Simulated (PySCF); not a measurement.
Computed shifts of a molecule C₃H₈O₂Si, HF/pcSseg-1 in PySCF, GIAO, gas phase, atoms alike by connectivity averaged where their shifts nearly agree, in ppm (number of nuclei): ¹³C: 64.9 (1), 62.5 (1), 50.2 (1). ²⁹Si: 9.8 (1). ¹H: 4.87 (1), 4.46 (1), 4.44 (1), 4.22 (1), 4.16 (1), 4.02 (1), 3.56 (1), 0.09 (1). References: ¹⁷O against H2O (σ = 333.0 ppm); ¹³C against TMS (σ = 192.6 ppm); ²⁹Si against TMS (σ = 393.8 ppm); ¹H against TMS (σ = 31.99 ppm), references at their B3LYP-D3(BJ)/def2-TZVP geometries, non-relativistic. The structure is a stationary point at TPSSh-D3(BJ)/def2-SVP. A frequency run showed that this geometry is not a minimum. One conformer was computed; it need not be the lowest.

Q: Which molecule gave these data?
A) OC[SiH]1COC1
B) C[Si]1(C)OCO1
C) CO[C@H]1C[SiH2]O1
D) C[C@@H]1O[SiH2][C@H]1O

A: A, OC[SiH]1COC1
